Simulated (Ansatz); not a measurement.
C₂H₄BBr (`BC(=C)Br`). The species carries charge 0 and has multiplicity 1.

```xyz
8

B    -0.957    0.795    0.411
C     0.244    0.176   -0.320
C     0.697   -1.047   -0.033
Br    1.118    1.181   -1.682
H    -1.364    1.885    0.154
H    -1.476    0.132    1.261
H     0.197   -1.617    0.743
H     1.541   -1.507   -0.535
```

What are the harmonic wavenumbers in cm⁻¹ at PBE0-D4/def2-TZVP (Ansatz, finite differences of forces, unscaled)? (An estimate is asked.)

Ansatz gave: 171, 277, 348, 372, 535, 702, 865, 944, 1005, 1009, 1153, 1252, 1419, 1646, 2597, 2696, 3153, 3247.

Is this a minimum?

Yes, all 18 modes are real.

Give the ideal-gas thermochemistry at 298.15 K and 1 bar (rigid rotor, harmonic oscillator; point group Cs, symmetry number 1).

Zero-point energy 139.9 kJ/mol; H(298) − E = 155.8 kJ/mol; entropy 308.6 J/(mol·K), of which translation 168.4, rotation 108.0, vibration 32.1; G(298) − E = 63.8 kJ/mol.

Rotational constants (cm⁻¹)?

0.3424, 0.1052, 0.08045.
